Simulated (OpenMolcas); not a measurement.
Ionisation energies of fluorine

| Item | Value |
| --- | --- |
| Program | OpenMolcas |
| Basis | ANO-RCC-VDZP [3s2p1d] |
| Scalar Hamiltonian | DKH2, point nucleus |
| Spin-orbit coupling | state interaction with AMFI integrals over the reference wave functions, term energies averaged over their components |

Active shells in each charge state: the valence s, p shells, with orbitals averaged over the low states. Where CASPT2's correlated closed shells are named, they are those of the first ion.

A. CASSCF
B. SS-CASPT2, IPEA 0.25 Eh, imaginary shift 0.1 Eh (closed shells correlated: 1s)
C. SS-CASPT2, IPEA 0 Eh, imaginary shift 0.1 Eh (closed shells correlated: 1s)

Energies in eV between the lowest computed levels (charge -1 gives the electron affinity), named as in B; reference values from the NIST Atomic Spectra Database with their kind.

```
               From                   To        A        B        C  Spin-orbit share in B                 Reference
     F- 2s2 2p6 1S0    F 2s2 2p5 2P* 3/2    1.371    3.313    3.245                 -0.017                          
  F 2s2 2p5 2P* 3/2       F+ 2s2 2p4 3P2   15.686   16.961   16.930                 -0.003         17.423 (measured)
     F+ 2s2 2p4 3P2  F2+ 2s2 2p3 4S* 3/2   33.577   34.297   34.278                 +0.020         34.971 (measured)
F2+ 2s2 2p3 4S* 3/2      F3+ 2s2 2p2 3P0   62.274   62.966   63.010                 -0.047   62.708 (semi-empirical)
    F3+ 2s2 2p2 3P0   F4+ 2s2 2p 2P* 1/2   86.560   87.181   87.221                 -0.002   87.175 (semi-empirical)
 F4+ 2s2 2p 2P* 1/2          F5+ 2s2 1S0  112.006  112.619  112.654                 +0.048  114.249 (semi-empirical)
        F5+ 2s2 1S0        F6+ 2s 2S 1/2  156.661  156.676  156.677                 +0.000        157.163 (measured)
      F6+ 2s 2S 1/2          F7+ 1s2 1S0  184.522  184.526  184.526                 +0.000        185.187 (measured)
```

Error against the reference values, in %:

```csv
From,Reference,A,B,C
F,measured,-10.0,-2.7,-2.8
F+,measured,-4.0,-1.9,-2.0
F2+,semi-empirical,-0.7,+0.4,+0.5
F3+,semi-empirical,-0.7,0,+0.1
F4+,semi-empirical,-2.0,-1.4,-1.4
F5+,measured,-0.3,-0.3,-0.3
F6+,measured,-0.4,-0.4,-0.4
```

Mean absolute error over the 4 measured values: A 1.07 eV, B 0.57 eV, C 0.58 eV.

No diffuse functions were added, so the electron affinity comes out too small, and without dynamic correlation a bound anion can come out unbound.

* marks odd parity.
